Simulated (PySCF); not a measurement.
## [Eu(NH3)3]3+: from a saddle point downhill

PySCF 2.14.0, RKS PBE, Eu lcecp-1-SVP with ECP52, N def2-SVP, H def2-SVP; non-relativistic Hamiltonian with scalar-relativistic core potentials where named; density fitting; no spin-orbit coupling. Relaxed within the symmetry of its start, the geometry (C3h) is

```xyz
13

Eu    0.0000    0.0000    0.0000
N     2.4565    0.0013    0.0000
H     2.9107   -0.4720    0.8154
H     2.9107   -0.4720   -0.8154
H     2.9112    0.9431    0.0000
N    -1.2294    2.1268    0.0000
H    -1.0466    2.7567    0.8154
H    -1.0466    2.7567   -0.8154
H    -2.2724    2.0496    0.0000
N    -1.2271   -2.1281    0.0000
H    -1.8641   -2.2847    0.8154
H    -1.8641   -2.2847   -0.8154
H    -0.6389   -2.9928    0.0000
```

and its lowest harmonic modes are -49, -48, -48, -44, 85, 85 cm⁻¹ (negative: unstable). It was moved along the lowest mode and relaxed again, within the group C3 that the move left.

Question: Where does it end, and how much lower?

Answer: In C3, 0.047 eV lower, after 16 steps:
```xyz
13

Eu    0.0000    0.0000   -0.7783
N     2.3164   -0.0011    0.0120
H     2.5398   -0.6418    0.8076
H     3.0222   -0.2794   -0.7096
H     2.6835    0.9190    0.3467
N    -1.1572    2.0066    0.0120
H    -0.7141    2.5204    0.8076
H    -1.2692    2.7570   -0.7096
H    -2.1376    1.8644    0.3467
N    -1.1592   -2.0055    0.0120
H    -1.8257   -1.8786    0.8076
H    -1.7531   -2.4776   -0.7096
H    -0.5458   -2.7835    0.3467
```

Question: How do the contacts change?

Answer: 
```tsv
contact	saddle (Å)	end (Å)
Eu1–N2 (NH3)	2.457	2.448
Eu1–N6 (NH3)	2.457	2.448
Eu1–N10 (NH3)	2.457	2.448
```


Question: Is the end a minimum?

Answer: Probably not: 3 of the modes stay unstable (below −25 cm⁻¹), though so soft as to be near the noise; lowest modes -43, -43, -41, 56, 78, 78 cm⁻¹.

An lcecp potential fixes the number of 4f electrons, so in runs with it no electron can move into or out of that shell.

State: singlet in the valence, with the 4f electrons in the core potential.
